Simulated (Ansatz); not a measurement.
Match the barriers

Saddle point of SnSiNH9, singlet (SnSiH₆ ([SiH3][SnH3]) + NH₃ → SnNH₅ ([NH2][SnH3]) + SiH₄; bonds formed: Sn1–N7, Si2–H6; bonds broken: Sn1–Si2, H6–N7), PBE0-D4/def2-TZVP structure:

Sn1  (-1.175, 0.475, -1.071)
Si2  (0.551, -1.278, 1.353)
H3  (-0.951, -1.011, -1.843)
H4  (-2.146, 0.522, 0.311)
H5  (-1.649, 1.682, -2.191)
H6  (0.914, 0.364, 0.226)
N7  (0.764, 1.237, -0.563)
H8  (0.325, -0.949, 2.804)
H9  (1.737, -2.203, 1.380)
H10  (-0.592, -2.219, 1.053)
H11  (1.448, 1.213, -1.316)
H12  (0.772, 2.166, -0.145)
(Å)

Ansatz 0.2.0; basis: def2-TZVPP, with def2-QZVPP for the basis limit; cores frozen in the correlated methods. Filled d shells of the heavier atoms are correlated. Core potentials replace the inner electrons of the atoms past krypton. The def2 sets are not built for correlating such inner shells, so the correlated values are less sure here. Extrapolation: Hartree–Fock as exp(−7.88 √X), correlation as X^−2.97. Four methods, as single points on the PBE0-D4 structures, gave these electronic barriers from the start structure: 180.3, 190.3, 214.3, 249.2 kJ/mol.

**Question.** The methods were, in alphabetical order, BHLYP-D4, BLYP-D4, HF, PBE0-D4. Which gave which? (Judge from chemistry; the calculation decides.)

**Answer.** By the calculation: BLYP-D4 180.3; PBE0-D4 190.3; BHLYP-D4 214.3; HF 249.2 kJ/mol. For comparison, CCSD(T) at an estimated basis limit (MP2 extrapolated from triple and quadruple zeta, plus CCSD(T) − MP2 in triple zeta) gives 204.9 kJ/mol.

No T1 diagnostic of these runs exceeds 0.014.

Labels in which every atom is bracketed show which atoms are joined, not bond orders.

For scale, one of the runs: CCSD(T)/def2-TZVPP, 249 basis functions, launched by `ansatz run in.yaml --threads 8 --pin off --events-out ev --progress --plain --max-ram 19148MiB`. The run took 25 s on 8 CPU threads of an AMD EPYC 9R45 (shared host), with 5.5 GiB of host memory at its peak.
